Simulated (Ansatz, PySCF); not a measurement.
System: Si2N2H8, net charge 0, singlet state. SMILES: N[SiH2][SiH2]N
Geometry: optimised at B3LYP-D3(BJ)/def2-TZVP (Ansatz, an electronic-structure program).

Unscaled harmonic wavenumbers (cm⁻¹) in rising order, each level at the stationary point that it reaches from this structure (no distance between atoms moves by over 0.3 Å); the order of modes can differ between levels, and a negative number is imaginary. B3LYP-D3(BJ)/def2-TZVP (PySCF, at the structure above): 44, 119, 128, 278, 321, 388, 416, 428, 467, 600, 699, 707, 764, 785, 823, 844, 907, 959, 985, 992, 1582, 1589, 2152, 2153, 2203, 2204, 3552, 3552, 3639, 3640.

HF/6-31G* (Ansatz): 44, 125, 146, 299, 329, 430, 457, 485, 513, 665, 761, 767, 834, 843, 890, 890, 998, 1055, 1076, 1092, 1761, 1767, 2309, 2309, 2352, 2360, 3781, 3781, 3876, 3876. Zero-point energy 58.4 against 54.2 kcal/mol; where all levels lie over 400 cm⁻¹, the wavenumbers are on average 1.086 times those of B3LYP-D3(BJ)/def2-TZVP.

B3LYP/6-31G* (Ansatz): 61, 124, 133, 281, 338, 414, 425, 481, 530, 613, 703, 705, 776, 786, 829, 843, 931, 982, 1000, 1004, 1619, 1625, 2166, 2167, 2225, 2225, 3538, 3538, 3631, 3631. Zero-point energy 54.8 against 54.2 kcal/mol; where all levels lie over 400 cm⁻¹, the wavenumbers are on average 1.020 times those of B3LYP-D3(BJ)/def2-TZVP.
